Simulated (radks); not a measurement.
The numbers below are computed, except where a source is named.
Ge4+, 28 electrons, occupied as [Ar] 3d9 4s1 (not the ground configuration). Code: a radial shooting solver on a logarithmic mesh with Libxc functionals. Model: Dirac Kohn-Sham, LDA (Slater exchange, Perdew-Zunger correlation), spin-unpolarised, spherical densities, finite nucleus; open shells are shared between the two j in proportion to 2j + 1; Fermi nuclear charge, rms radius 4.0742 fm.

Normalised radial functions P(r) = r R(r) (large component), r in bohr:

r	3p1/2	3p3/2
0.004413	0.0095	0.0069
0.005747	0.0148	0.0115
0.007423	0.0230	0.0186
0.009589	0.0355	0.0298
0.01249	0.0555	0.0481
0.01613	0.0849	0.0755
0.02083	0.1282	0.1165
0.02713	0.1924	0.1780
0.03505	0.2777	0.2608
0.04563	0.3906	0.3718
0.05895	0.5176	0.4984
0.07614	0.6413	0.6247
0.09915	0.7234	0.7137
0.1281	0.6992	0.7007
0.1654	0.5098	0.5262
0.2154	0.1101	0.1413
0.2783	-0.4270	-0.3875
0.3595	-0.9643	-0.9279
0.4681	-1.3128	-1.2916
0.6046	-1.3221	-1.3209
0.781	-1.0447	-1.0588
1.017	-0.6353	-0.6542
1.314	-0.2975	-0.3119
1.697	-0.1004	-0.1075
2.21	-0.0213	-0.0234
2.854	-0.0028	-0.0031
3.687	-0.0002	-0.0002
4.801	0.0000	0.0000

3p1/2: eigenvalue -178.08 eV, 1 radial node at r = 0.228 bohr, <r> = 0.632 bohr, 90 % of the charge inside 0.969 bohr. 3p3/2: eigenvalue -173.69 eV, 1 radial node at r = 0.232 bohr, <r> = 0.642 bohr, 90 % of the charge inside 0.985 bohr.
